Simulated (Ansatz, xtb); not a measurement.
Ranking isomers of C3H6O2SSi

3 gas-phase structures of C3H6O2SSi, from a drawn sample of its isomers (lower ones may exist). Each was relaxed with GFN2-xTB; where two conformers were screened, the lower at r2SCAN-D4/def2-SVP is listed:

A. `C#CCS[SiH](O)O`, a singlet
B. `C=C1O[SiH2]OCS1`, a singlet
C. `C#C[Si](O)(O)SC`, a singlet

Task: Make a reasoned guess at their ranking by r2SCAN-D4/def2-SVP single-point energy.

Result: Calculated order at r2SCAN-D4/def2-SVP: C (0.0), A (14.0), B (15.8) kcal/mol.

Energies above the lowest of each column, in kcal/mol; the last columns are at PBE-D3(BJ)/def2-SVP geometries:

```tsv
structure	GFN2-xTB	HF/STO-3G	r2SCAN-D4/def2-SVP	PBE-D3(BJ)/def2-SVP	CCSD(T)/def2-SVP + ΔMP2/def2-TZVPP
C	30.3	22.1	0.0	0.0	0.0
A	20.0	42.2	14.0	10.2	15.5
B	0.0	0.0	15.8	10.4	28.4
```

CCSD(T)/def2-SVP + ΔMP2/def2-TZVPP puts C lowest; GFN2-xTB picks B, HF/STO-3G picks B. Flexible structures stand in one conformer each, not always the lowest. The ΔMP2 step shifts differences by up to 9.2 kcal/mol, which makes them less sure. ΔMP2 is the change of the MP2 energy from the smaller to the larger basis.

Programs: Ansatz 0.2.0, xtb 6.7.1.
